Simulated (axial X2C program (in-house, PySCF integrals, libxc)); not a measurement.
Low determinants of TaH at the PBE0 level, two-component

Calculated with an axial X2C code built on PySCF integrals. Two-component (2c) means X2C with spin–orbit coupling and atomic mean-field two-electron Coulomb and Gaunt terms. Basis: Ta dyall-cv3z [13s14p9d7f4g], H dyall-v3z [6s2p1d] (cores contracted in-house); Gaussian nuclei, density fitting, unrestricted open shells. Masses: Ta 180.948 u, H 1.008 u.

Search at 1.780 Å (vertical energies from the lowest determinant):

| ΔE (eV) | state | electrons beyond evenly filled partner blocks | electrons in ±ω = 1/2, 3/2, 5/2, 7/2 |
| --- | --- | --- | --- |
| 0.00 | Ω = 1 | ω = -3/2, ω = 5/2 | 42 21 9 2 |
| 0.10 | Ω = 2 | ω = 1/2, ω = 3/2 | 43 21 8 2 |
| 0.21 | Ω = 3 | ω = 1/2, ω = 5/2 | 41 22 9 2 |
| 0.26 | Ω = 4 | ω = 3/2, ω = 5/2 | 42 21 9 2 |
| 0.38 | Ω = 1 | ω = -1/2, ω = 3/2 | 43 21 8 2 |
| 0.58 | Ω = 0 | none | 42 22 8 2 |
| 0.68 | Ω = 2 | ω = -1/2, ω = 5/2 | 43 20 9 2 |

Lowest determinant, Ω = 1 (⟨Sz⟩ = 1.98, ⟨Lz⟩ = -0.98 at PBE0): Re = 1.772 Å, ωe = 1802.5 cm⁻¹.

The determinant in row 2 of the search, Ω = 2 (⟨Sz⟩ = -0.97, ⟨Lz⟩ = 2.97 at PBE0), was followed along the bond at PBE0; measured from the minimum of the lowest determinant it gives:

Te = 0.083 eV (673 cm⁻¹), Re = 1.732 Å, ωe = 1872.7 cm⁻¹.

(1) Compare the bond of the determinant in row 2 with that of the lowest one.

The search compares states at one distance, so a state with another bond length can lie lower; it is not exhaustive and yields mostly the lowest determinant of each block pattern, so other components and higher states of one pattern are missing. These are energies of single determinants, not of spin-adapted states; PBE0 term energies can be off by some tenths of an eV, and the functional has no current term. Open-shell Ω = 0 determinants with evenly filled partner blocks cannot be reached by this program, so the Ω shown need not be the lowest component. The lowest determinant need not be the ground state where others lie within half an eV.

Results:

(1) At PBE0 its Re is 0.040 Å shorter and its force constant, which goes as ωe², is 1.08 times that of the lowest determinant. T0 ≈ Te + Δωe/2 = 673 + (35) = 708 cm⁻¹.
